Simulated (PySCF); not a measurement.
# Radial density of Cu⁺ (copper, charge +1)

BP86, [Ar] 3d10, closed-shell 1S. All numbers are calculated (PySCF 2.14, the non-relativistic Hamiltonian (point nucleus), in 6-31G* (5s4p2d1f, 34 functions)).

| r (bohr) | 4πr²ρ (e/bohr) |
| --- | --- |
| 0.000972 | 0.1830 |
| 0.00163 | 0.5057 |
| 0.00275 | 1.350 |
| 0.00462 | 3.409 |
| 0.00778 | 8.057 |
| 0.0131 | 16.76 |
| 0.0220 | 28.52 |
| 0.0370 | 34.99 |
| 0.0623 | 29.66 |
| 0.105 | 30.81 |
| 0.176 | 39.75 |
| 0.296 | 21.96 |
| 0.498 | 21.02 |
| 0.838 | 17.82 |
| 1.41 | 4.578 |
| 2.37 | 0.3981 |
| 3.99 | 0.0001479 |
| 6.71 | 3.535e-05 |
